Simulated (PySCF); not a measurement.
**Two-component Hartree-Fock for Mo(23+) (molybdenum, charge +23)**

Start: [Ar] 3d1; 3d5/2 filled at m_j = +5/2. Calculated with PySCF 2.14 in an uncontracted even-tempered set (16 s from 3 bohr⁻², ratio 2.8; 12 p from 3.8 bohr⁻², ratio 2.8; 8 d from 3.8 bohr⁻², ratio 2.8; 3 f from 12 bohr⁻², ratio 3): generalised Hartree-Fock with the X2C-1e Hamiltonian and a Gaussian nucleus; one run each with spin-orbit coupling (SO) screened by Boettger's factors, then bare. This is a chosen level, not necessarily the ground level.

| spinor shell | electrons | ε, screened SO (eV) | ε, bare SO (eV) | weight of nominal j (bare SO) | rms radius, bare SO (bohr) |
| --- | --- | --- | --- | --- | --- |
| 1s1/2 | 2 | -21070.5 | -21070.4 | 1.000 | 0.0404 |
| 2s1/2 | 2 | -3863.0 | -3863.0 | 1.000 | 0.165 |
| 2p1/2 | 2 | -3625.0 | -3629.0 | 1.000 | 0.143 |
| 2p3/2 | 4 | -3517.4 | -3515.7 | 1.000 | 0.148 |
| 3s1/2 | 2 | -1319.6 | -1319.6 | 1.000 | 0.417 |
| 3p1/2 | 2 | -1224.8 | -1225.6 | 0.990 | 0.407 |
| 3d5/2 | 1 | -1078.8 | -1078.2 | 1.000 | 0.373 |

Question: Where does 3p3/2 lie, and what is the 3p spin-orbit splitting (bare SO)?

Answer: At -1203.1 eV, 22.509 eV above 3p1/2.

| quantity | screened SO | bare SO |
| --- | --- | --- |
| E (hartree) | -3723.53382 | -3723.56319 |
| M_J | 5/2 | 5/2 |
| ⟨J²⟩ | 8.752 | 8.752 |
| ⟨L²⟩ | 6.006 | 6.007 |
| ⟨S²⟩ | 0.755 | 0.756 |

Each row is a mean over spinors that exchange with the open shell spreads, by up to 14.645 eV (3p3/2).

Breit and QED terms are absent; they matter most for the inner s and p1/2 levels.

Densities and radii are taken from the X2C orbitals without a picture-change correction, which distorts them close to the nucleus.
